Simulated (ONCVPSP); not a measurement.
**Before and after: ONCV potential for tantalum**

```json
{"Element": "tantalum (Ta)", "Generator": "ONCVPSP 4.0.1", "Type": "optimised norm-conserving Vanderbilt (ONCV)", "Functional": "PBE", "Relativity": "scalar-relativistic", "Frozen core": "[Kr] 4d10 4f14", "Valence charge": "13", "Reference configuration": "5s2 5p6 5d3 (charge +2)", "Partial waves": "5s: rc 1.65 bohr, ncon 4, nbas 7, qcut 8.1 1/bohr, 2 projectors, debl 3 Ha; 5p: rc 1.85 bohr, ncon 3, nbas 8, qcut 8.6 1/bohr, 2 projectors, debl 1.7 Ha; 5d: rc 2.50 bohr, ncon 4, nbas 8, qcut 6.5 1/bohr, 2 projectors, debl 3.3 Ha", "Local potential": "polynomial inside 1.35 bohr (lpopt 5, dvloc0 3 Ha)", "Core correction": "Teter function, fcfact 3.25, rcfact 1.6"}
```

In the s channel the program set the typed energies aside and used -3.254, 0.250 Ha. In the p channel the program set the typed energies aside and used -2.020, 0.250 Ha.

Change: core correction Teter function, fcfact 3.25, rcfact 1.76.

Cutoffs: the cutoffs (Ha) at which the residual kinetic energy of the hardest occupied pseudo-wave falls to 1 and 0.1 mHa per electron; they do not see the model core or the augmentation charge, which bear on the density cutoff. Errors are all-electron minus pseudo energies relative to the spin-unpolarised reference configuration.

Task: How do hardness, ghosts and transferability respond?

Result: The potential gets neither clearly harder nor softer (22 Ha and 26 Ha → 22 Ha and 26 Ha); of the 4 tests that both files solve, the error grows in 4 and shrinks in 0 by more than 15 % and 0.3 meV (median size 7.1 → 31.2 meV); neither file shows a bound ghost. A model core, the more so a compact one, raises the density cutoff, which this test does not measure.

| quantity | base | changed |
| --- | --- | --- |
| cutoff, loose | 22 Ha | 22 Ha |
| cutoff, tight | 26 Ha | 26 Ha |
| bound ghosts | none | none |
| GHOST(+) flags under 300 eV | none | none |
| error for 5s2 5p6 5d3 6s2, meV [ΔE -23.44 eV] | +9.7 | -33 |
| error for 5s2 5p6 5d3 6s1, meV [ΔE -14.97 eV] | +4.5 | -12 |
| error for 5s2 5p6 5d2, meV [ΔE 23.60 eV] | -28 | -56 |
| error for 5s2 5p6 5d4 6s1, meV [ΔE -21.35 eV] | +4.1 | -29 |
| s: phases at 1.67 bohr within 0.05 rad from the reference energy up to (Ha; the scan ends near 5) | to the end of the scan | to the end of the scan |
| p: phases at 1.88 bohr within 0.05 rad from the reference energy up to (Ha; the scan ends near 5) | to the end of the scan | to the end of the scan |
| d: phases at 2.55 bohr within 0.05 rad from the reference energy up to (Ha; the scan ends near 5) | to the end of the scan | to the end of the scan |
| rms error of d²Exc/dni dnj with the model core, mHa | 1.32 | 3.13 |
